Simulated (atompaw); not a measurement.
# Plane-wave convergence, PAW (atompaw) potential for Nd (Z = 60)

atompaw 4.2.0.5 input, output lines left out:

```
Nd 60
GGA-PBESOL scalarrelativistic loggrid 2001 logderivrange -5 5 251
6 6 5 4 0 0
6 0 1.5
6 1 0.5
5 2 1
4 3 3
0 0 0
c
c
c
c
v
v
c
c
c
v
v
c
c
v
c
2
3.00 2.35 2.30 2.00
n
n
y
0.85
n
custom polynom vanderbiltortho besselshape
bessel
2.45
3.00
2.05
3.00
3.00
2.70
```

The pseudo-atom Hamiltonian at the reference potential is diagonalised in spherical Bessel functions j_l(qr) that vanish at 20 bohr, with q² up to the cutoff. All-electron valence levels (Ry): 5s -3.2587, 6s -0.3116, 5p -1.8582, 6p -0.1191, 5d -0.2518.

Question: How do the lowest levels (Ry) of each channel move with the cutoff, and are there ghosts?

Answer:

```csv
cutoff (Ry),s #1,s #2,s #3,p #1,p #2,d #1,d #2,f #1,f #2,Σ f·Δε (mRy)
8,-3.2569,-0.3115,-0.0112,-1.7504,-0.1189,-0.2490,0.0310,0.0811,0.1885,653.4
10,-3.2580,-0.3115,-0.0112,-1.8318,-0.1190,-0.2513,0.0308,0.0811,0.1885,160.5
12,-3.2581,-0.3116,-0.0112,-1.8530,-0.1190,-0.2514,0.0308,0.0811,0.1885,32.9
15,-3.2584,-0.3116,-0.0112,-1.8577,-0.1191,-0.2515,0.0308,0.0811,0.1885,3.8
18,-3.2587,-0.3116,-0.0112,-1.8578,-0.1191,-0.2518,0.0308,0.0811,0.1885,2.6
21,-3.2587,-0.3116,-0.0112,-1.8579,-0.1191,-0.2518,0.0308,0.0811,0.1885,2.1
25,-3.2587,-0.3116,-0.0112,-1.8581,-0.1191,-0.2518,0.0308,0.0811,0.1885,0.7
30,-3.2587,-0.3116,-0.0112,-1.8582,-0.1191,-0.2518,0.0308,0.0811,0.1885,0.1
35,-3.2587,-0.3116,-0.0112,-1.8582,-0.1191,-0.2518,0.0308,0.0811,0.1885,0.1
400,-3.2587,-0.3116,-0.0112,-1.8582,-0.1191,-0.2518,0.0308,0.0811,0.1885,0.0
```

Result: no extra level below or beside the all-electron valence levels (s, p, d, f tested); 10 mRy is reached at 15 Ry and 1 mRy at 25 Ry.
